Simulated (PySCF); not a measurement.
Isomers of C7H7F. The calculation used PySCF 2.14.0, PBE0-D3(BJ)/def2-SVP geometry optimisation, gas phase. One conformer each; no zero-point energy, no entropy. No frequencies were run at this level. Point groups hold within 0.08 Å.

Task: Order them by energy at this level, lowest first, and give relative energies in kcal/mol.
A. `C(=C=C=C=C(C)F)C`
B. `C#C[C@@H]1C[C@]12C[C@@H]2F`
C. `Fc1ccc(cc1)C`

Result: C (0.0), A (88.5), B (96.5).

As drawn, the lowest has an aromatic ring, which the highest lacks; the highest has a three-membered ring, a C≡C bond and a quaternary carbon, which the lowest lacks.

```json
{"SMILES": "Cc1ccc(F)cc1", "E (Eh)": "-370.12656", "E rel (kcal/mol)": "0.0", "dipole (D)": "1.78", "point group": "Cs", "A, B, C (MHz)": "5526, 1431, 1145"}
{"SMILES": "CC=C=C=C=C(C)F", "E (Eh)": "-369.98558", "E rel (kcal/mol)": "88.5", "dipole (D)": "1.96", "point group": "C1", "A, B, C (MHz)": "7349, 643.6, 617.0"}
{"SMILES": "C#C[C@@H]1C[C@]12C[C@@H]2F", "E (Eh)": "-369.97274", "E rel (kcal/mol)": "96.5", "dipole (D)": "1.75", "point group": "C1", "A, B, C (MHz)": "3690, 1389, 1266"}
```
